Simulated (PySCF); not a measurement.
H5GeSi, doublet, at a GFN2-xTB geometry, with bond 6-2 at 2.4 times its length; CASSCF(3,5)/STO-3G (PySCF).

PySCF was given this input:
```python
from pyscf import gto, scf, mcscf
import numpy

mol = gto.M(
    atom='''
Si    1.581782   -0.152711    0.230306
Ge   -0.707065    0.067244   -0.070252
H     2.361203    0.959167   -0.320596
H     2.142181   -1.398613   -0.299311
H    -1.507060   -0.337967    1.137327
H    -1.786351    3.454709   -0.657830
H    -1.358429   -0.715129   -1.178565
''',
    basis='sto-3g',
    charge=0,
    spin=1,
    verbose=4,
)

mf = scf.ROHF(mol)
mf.kernel()
mc = mcscf.CASSCF(mf, 5, 3)
mc.fix_spin_(ss=0.75)
mc.conv_tol = 1e-5
mc.kernel()
occ = numpy.linalg.eigvalsh(mc.fcisolver.make_rdm1(mc.ci, mc.ncas, mc.nelecas))[::-1]
ss = mc.fcisolver.spin_square(mc.ci, mc.ncas, mc.nelecas)[0]
print('natural occupations', occ.round(4), ' <S^2>', round(ss, 4))
```

What the program printed (banner, timings and long lists left out):

```
PySCF version 2.14.0

[INPUT] verbose = 4
[INPUT] num. atoms = 7
[INPUT] num. electrons = 51
[INPUT] charge = 0
[INPUT] spin (= nelec alpha-beta = 2S) = 1
[INPUT] symmetry False subgroup None
[INPUT] Mole.unit = angstrom
[INPUT] Symbol           X                Y                Z      unit          X                Y                Z       unit  Magmom
[...]
nuclear repulsion = 157.539429572135
number of shells = 18
number of NR pGTOs = 96
number of NR cGTOs = 32
basis = sto-3g
ecp = {}

******** <class 'pyscf.scf.rohf.ROHF'> ********
method = ROHF
initial guess = minao
damping factor = 0
level_shift factor = 0
DIIS = <class 'pyscf.scf.diis.CDIIS'>
diis_start_cycle = 1
diis_space = 8
diis_damp = 0
SCF conv_tol = 1e-09
SCF conv_tol_grad = None
SCF max_cycles = 50
direct_scf = True
direct_scf_tol = 1e-13
num. doubly occ = 25  num. singly occ = 1
Set gradient conv threshold to 3.16228e-05
init E= -2336.78058246346
[...]
cycle= 1 E= -2339.75506849047  delta_E= -2.97  |g|= 0.559  |ddm|= 2.11
[...]
cycle= 2 E= -2339.78692226032  delta_E= -0.0319  |g|= 0.519  |ddm|=  2.1
[...]
cycle= 3 E= -2339.7050961989  delta_E= 0.0818  |g|= 0.151  |ddm|= 1.84
[...]
cycle= 4 E= -2339.62447235874  delta_E= 0.0806  |g|= 0.292  |ddm|= 2.08
[...]
cycle= 5 E= -2339.93027333266  delta_E= -0.306  |g|= 0.167  |ddm|= 1.02
[...]
cycle= 6 E= -2339.99287191417  delta_E= -0.0626  |g|= 0.0654  |ddm|= 0.581
[...]
cycle= 7 E= -2339.99198654226  delta_E= 0.000885  |g|= 0.0576  |ddm|= 0.163
[...]
cycle= 8 E= -2339.99442418797  delta_E= -0.00244  |g|= 0.0325  |ddm|= 0.195
[...]
cycle= 9 E= -2339.99529451192  delta_E= -0.00087  |g|= 0.022  |ddm|= 0.178
[...]
cycle= 10 E= -2339.99588959724  delta_E= -0.000595  |g|= 0.0148  |ddm|= 0.141
[...]
cycle= 11 E= -2339.99633421608  delta_E= -0.000445  |g|= 0.00451  |ddm|= 0.0463
[...]
cycle= 12 E= -2339.99637492546  delta_E= -4.07e-05  |g|= 0.0015  |ddm|= 0.0194
[...]
cycle= 13 E= -2339.9963758044  delta_E= -8.79e-07  |g|= 0.00115  |ddm|= 0.00355
[...]
cycle= 14 E= -2339.996378103  delta_E= -2.3e-06  |g|= 0.000241  |ddm|= 0.00376
[...]
cycle= 15 E= -2339.99637820018  delta_E= -9.72e-08  |g|= 6.77e-05  |ddm|= 0.000853
[...]
cycle= 16 E= -2339.99637820711  delta_E= -6.93e-09  |g|= 3.4e-05  |ddm|= 0.000255
[...]
cycle= 17 E= -2339.99637820874  delta_E= -1.64e-09  |g|= 1.49e-05  |ddm|= 0.000108
[...]
cycle= 18 E= -2339.99637820845  delta_E= 2.9e-10  |g|= 1.51e-05  |ddm|= 0.00011
[...]
Extra cycle  E= -2339.99637819665  delta_E= 1.18e-08  |g|= 6.22e-05  |ddm|= 0.000399
converged SCF energy = -2339.99637819665

******** <class 'pyscf.mcscf.mc1step.CASSCF'> ********
CAS (2e+1e, 5o), ncore = 24, nvir = 3
max_cycle_macro = 50
max_cycle_micro = 4
conv_tol = 1e-05
conv_tol_grad = None
orbital rotation max_stepsize = 0.02
orbital rotation threshold for CI restart = 0.01
augmented hessian ah_max_cycle = 30
augmented hessian ah_conv_tol = 1e-12
augmented hessian ah_linear dependence = 1e-14
augmented hessian ah_level shift = 1e-08
augmented hessian ah_start_tol = 2.5
augmented hessian ah_start_cycle = 3
augmented hessian ah_grad_trust_region = 3
kf_trust_region = 3
kf_interval = 4
ci_response_space = 4
ci_grad_trust_region = 3
with_dep4 0
natorb = False
canonicalization = True
sorting_mo_energy = False
ao2mo_level = 2
internal_rotation = False
******** <class 'pyscf.fci.addons.SpinPenaltyFCISolver'> ********
max. cycles = 50
conv_tol = 1e-08
davidson only = True
linear dependence = 1e-12
level shift = 0.001
max iter space = 12
nroots = 1
pspace_size = 400
spin = None
CASCI E = -2340.06466941141  S^2 = 0.7500000
Set conv_tol_grad to 0.00316228
macro iter   1 ( 21 JK    4 micro), CASSCF E = -2340.07520960206  dE = -1.05401906e-02  S^2 = 0.7500000
               |grad[o]|=0.073  |grad[c]|=0.00945  |ddm|=0.074  |maxRot[o]|=0.267
macro iter   2 ( 16 JK    3 micro), CASSCF E = -2340.07529104966  dE = -8.14475957e-05  S^2 = 0.7500000
               |grad[o]|=0.00543  |grad[c]|=0.000851  |ddm|=0.000384  |maxRot[o]|=0.237
macro iter   3 (  3 JK    1 micro), CASSCF E = -2340.07529159385  dE = -5.44191153e-07  S^2 = 0.7500000
               |grad[o]|=0.000464  |grad[c]|=7.36e-05  |ddm|=0.000199  |maxRot[o]|=0.0105
macro iter   4 (  1 JK    1 micro), CASSCF E = -2340.07529159850  dE = -4.65115590e-09  S^2 = 0.7500000
               |grad[o]|=8.48e-05  |grad[c]|=4.92e-05  |ddm|=0.000116  |maxRot[o]|=    0
1-step CASSCF converged in   4 macro ( 41 JK   9 micro) steps
CASSCF canonicalization
Density matrix diagonal elements [1.31539942 0.9992704  0.67931579 0.00406302 0.00195137]
CASSCF energy = -2340.07529159850
CASCI E = -2340.07529159850  E(CI) = -1.42794578452504  S^2 = 0.7500000
natural occupations [1.3269e+00 9.9990e-01 6.7270e-01 4.0000e-04 1.0000e-04]  <S^2> 0.75
```
